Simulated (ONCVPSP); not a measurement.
# What one change does to a pseudopotential (boron, ONCV)

ONCVPSP 4.0.1 input, shortened (lines: element, Z, core and valence counts, functional; n l f; lmax; l rc ep ncon nbas qcut; lloc lpopt rc5 dvloc0; l nproj debl; icmod fcfact rcfact), PBE, scalar-relativistic:

```
  B 5.00    1    1        4      upf
    1    0    2.00
    2    0    2.00
    2
    0    1.35    0.00    3    6    5.80
    1    1.25    0.19    3    7    6.60
    2    1.50    0.23    5    8    5.90
    4    4    1.25    0.00
    0    2    1.20
    1    2    2.70
    2    2    1.00
    0    0.00    0.00
```

In the p channel the program set the typed energies aside and used 0.050, 2.750 Ha.

Change: core correction Teter function, fcfact 4.25, rcfact 1.7.

Cutoffs: the cutoffs (Ha) at which the residual kinetic energy of the hardest occupied pseudo-wave falls to 1 and 0.1 mHa per electron; they do not see the model core or the augmentation charge, which bear on the density cutoff. Errors are all-electron minus pseudo energies relative to the spin-unpolarised reference configuration.

Problem. How do hardness, ghosts and transferability respond?

Solution. The potential gets neither clearly harder nor softer (12 Ha and 16 Ha → 12 Ha and 16 Ha); the number of tests with a reliable result goes from 3 to 4; of the 3 tests that both files solve, the error grows in 0 and shrinks in 3 by more than 15 % and 0.3 meV (median size 26.4 → 7.7 meV); neither file shows a bound ghost. Exchange and correlation are not linear in the density, so unscreening with the valence charge alone errs where core and valence overlap; a model core restores that term. A model core, the more so a compact one, raises the density cutoff, which this test does not measure.

| quantity | base | changed |
| --- | --- | --- |
| cutoff, loose | 12 Ha | 12 Ha |
| cutoff, tight | 16 Ha | 16 Ha |
| bound ghosts | none | none |
| GHOST(+) flags under 300 eV | none | none |
| tests with a reliable result | 3 of 4 | 4 of 4 |
| error for 2s2 2p1, meV [ΔE -8.22 eV] | +27 | +7.7 |
| error for 2s1, meV [ΔE 25.42 eV] | +26 | +14 |
| error for 2s2 2p0.5, meV [ΔE -5.33 eV] | +12 | +3.2 |
| s: phases at 1.37 bohr within 0.05 rad from the reference energy up to (Ha; the scan ends near 5) | 4.9 | 4.9 |
| p: phases at 1.27 bohr within 0.05 rad from the reference energy up to (Ha; the scan ends near 5) | to the end of the scan | to the end of the scan |
| d: phases at 1.52 bohr within 0.05 rad from the reference energy up to (Ha; the scan ends near 5) | to the end of the scan | to the end of the scan |
